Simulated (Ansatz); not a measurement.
The cluster B13, relaxed as a doublet with UKS PBE-D4/def2-SVP in Ansatz, starting from the GFN2-xTB geometry. Force threshold 0.03 eV/Å.

The structure comes from a short search, and lower isomers may exist.

Start:

Cartesian coordinates in Å:
```
B 1.6329 -1.2664 -1.4120
B -1.6107 -1.7153 0.8636
B -0.5566 -2.4426 0.0257
B -0.2742 -0.7582 0.5938
B 1.9936 0.2175 -1.5084
B -1.7069 1.3140 1.2254
B -1.8889 -0.2397 1.2049
B 0.6617 -2.3388 -0.9013
B -0.1618 0.9026 0.5017
B 0.3899 2.4344 -0.1635
B 1.3776 1.5122 -0.9509
B 0.9741 -0.0827 -0.2248
B -0.8308 2.4631 0.7458
```

Estimate the energy that the relaxation releases and the steps that it takes.

105.5 kJ/mol, in 16 steps; 69 s on 4 threads of Arm Neoverse V1 on a shared host. No frequencies were taken in this run, so the end may be a saddle point.

Does the start keep its bonding and symmetry?

Bonds formed: B4–B8, B7–B9, B8–B12 (atoms count from 1). Point group Cs at the start, C2v at the end, both within 0.05 Å; within 0.015 Å the end is Cs.

Predict the relaxed structure.


```xyz
13

B     1.8160   -1.2421   -1.4161
B    -1.6741   -1.8077    1.0029
B    -0.6189   -2.5815    0.1762
B    -0.4748   -0.9132    0.2481
B     2.1817    0.2639   -1.5305
B    -1.7425    1.3684    1.3873
B    -1.7961   -0.2130    1.2605
B     0.6440   -2.0013   -0.6596
B    -0.4336    0.8205    0.3961
B     0.4977    2.3755   -0.1211
B     1.5613    1.5944   -0.9589
B     0.8164   -0.0993   -0.5859
B    -0.7770    2.4354    0.8011
```
Bond lengths: 25 × B–B 1.55 to 1.92 Å.
